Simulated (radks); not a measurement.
The numbers below are computed, except where a source is named.
Question: Ta XII, 62 electrons, occupied as [Kr] 4d10 4f13 5s2 5p1. Level of theory: Dirac Kohn-Sham, PBE, spin-unpolarised, spherical densities, point nucleus; open shells are shared between the two j in proportion to 2j + 1 (a radial shooting solver on a logarithmic mesh with Libxc functionals). Some entries of the table are withheld. Estimate them.

orbital,occ.,eigenvalue (eV),<r^2> (bohr^2),<1/r> (bohr^-1)
1s1/2,2,-67482.99,0.0004785,85.48
2s1/2,2,-11752.19,0.007314,20.76
2p1/2,2,-11239.62,0.005232,20.72
2p3/2,4,-9969.001,0.006435,17.50
3s1/2,2,-2844.246,0.04783,7.617
3p1/2,2,-2616.681,0.04395,7.531
3p3/2,4,-2343.007,0.05057,6.701
3d3/2,4,(1),0.03929,6.593
3d5/2,6,(2),0.04110,6.396
4s1/2,2,-735.3361,0.2366,3.202
4p1/2,2,(3),(4),3.093
4p3/2,4,(5),(6),2.806
4d3/2,4,-423.5865,0.3033,2.596
4d5/2,6,-411.8415,0.3161,2.528
5s1/2,2,(7),1.129,1.352
5p1/2,0.333333,-218.3072,1.272,1.261
4f5/2,5.57143,(8),0.4100,2.123
4f7/2,7.42857,(9),0.4192,2.098
5p3/2,0.666667,-205.5426,1.421,1.177

Answer: 
(1) 3d3/2 eigenvalue (eV): -1959.377
(2) 3d5/2 eigenvalue (eV): -1899.747
(3) 4p1/2 eigenvalue (eV): -641.4121
(4) 4p1/2 <r^2> (bohr^2): 0.2443
(5) 4p3/2 eigenvalue (eV): -578.0475
(6) 4p3/2 <r^2> (bohr^2): 0.2792
(7) 5s1/2 eigenvalue (eV): -249.6475
(8) 4f5/2 eigenvalue (eV): -217.9054
(9) 4f7/2 eigenvalue (eV): -215.7101
